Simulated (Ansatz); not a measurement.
Consider the redistribution: `[OH][GeH2][GeH3]` + `O[SiH2]N[SiH](O)F` → `[OH][GeH]([OH])[GeH3]` + `O[SiH](F)N[SiH3]`.

Computed with Ansatz on PBE0-D4/def2-TZVP structures; ΔE is electronic, products minus reactants. CBS: MP2 limit from def2 TZ/QZ plus the TZ coupled-cluster correction, frozen cores. Functionals use def2-TZVPP. B3LYP here is the variant with VWN-RPA as its local correlation; programs differ in this. For Ge outer-core shells are correlated without core-valence functions, which leaves a few kJ/mol of doubt a bond. Scalar relativity is left out up to krypton. Each species was taken in one conformer, which may not be the lowest.

```json
{"level": "PBE-D4", "ΔE (kJ/mol)": "65.3", "difference from CCSD(T)/CBS": "-2.8"}
{"level": "r2SCAN-D4", "ΔE (kJ/mol)": "69.2", "difference from CCSD(T)/CBS": "1.1"}
{"level": "PBE0-D4", "ΔE (kJ/mol)": "68.5", "difference from CCSD(T)/CBS": "0.4"}
{"level": "B3LYP-D4", "ΔE (kJ/mol)": "67.9", "difference from CCSD(T)/CBS": "-0.2"}
{"level": "ωB97X-V", "ΔE (kJ/mol)": "65.4", "difference from CCSD(T)/CBS": "-2.7"}
{"level": "ωB97M-V", "ΔE (kJ/mol)": "69.1", "difference from CCSD(T)/CBS": "1.0"}
{"level": "B2PLYP", "ΔE (kJ/mol)": "67.5", "difference from CCSD(T)/CBS": "-0.6"}
{"level": "PBE", "ΔE (kJ/mol)": "65.7", "difference from CCSD(T)/CBS": "-2.4"}
{"level": "r2SCAN", "ΔE (kJ/mol)": "69.2", "difference from CCSD(T)/CBS": "1.1"}
{"level": "PBE0", "ΔE (kJ/mol)": "68.8", "difference from CCSD(T)/CBS": "0.7"}
{"level": "B3LYP", "ΔE (kJ/mol)": "68.7", "difference from CCSD(T)/CBS": "0.6"}
{"level": "HF/def2-TZVPP", "ΔE (kJ/mol)": "69.3", "difference from CCSD(T)/CBS": "1.2"}
{"level": "MP2/def2-TZVPP", "ΔE (kJ/mol)": "66.3", "difference from CCSD(T)/CBS": "-1.8"}
{"level": "SCS-MP2/def2-TZVPP", "ΔE (kJ/mol)": "64.5", "difference from CCSD(T)/CBS": "-3.6"}
{"level": "CCSD/def2-TZVPP", "ΔE (kJ/mol)": "66.8", "difference from CCSD(T)/CBS": "-1.3"}
{"level": "CCSD(T)/def2-TZVPP", "ΔE (kJ/mol)": "65.6", "difference from CCSD(T)/CBS": "-2.5"}
{"level": "HF/def2-QZVPP", "ΔE (kJ/mol)": "70.1", "difference from CCSD(T)/CBS": "2.0"}
{"level": "MP2/def2-QZVPP", "ΔE (kJ/mol)": "68.0", "difference from CCSD(T)/CBS": "-0.1"}
{"level": "SCS-MP2/def2-QZVPP", "ΔE (kJ/mol)": "66.2", "difference from CCSD(T)/CBS": "-1.9"}
{"level": "HF/CBS(def2)", "ΔE (kJ/mol)": "70.2", "difference from CCSD(T)/CBS": "2.1"}
{"level": "MP2/CBS(def2)", "ΔE (kJ/mol)": "68.8", "difference from CCSD(T)/CBS": "0.7"}
{"level": "CCSD/CBS(def2)", "ΔE (kJ/mol)": "69.2", "difference from CCSD(T)/CBS": "1.1"}
{"level": "CCSD(T)/CBS", "ΔE (kJ/mol)": "68.1", "difference from CCSD(T)/CBS": "0"}
```

Largest T1 diagnostic among the species: 0.012.

From PBE to PBE0 (25 % exact exchange), in def2-TZVPP and without D4, ΔE moves by +3.1 kJ/mol.
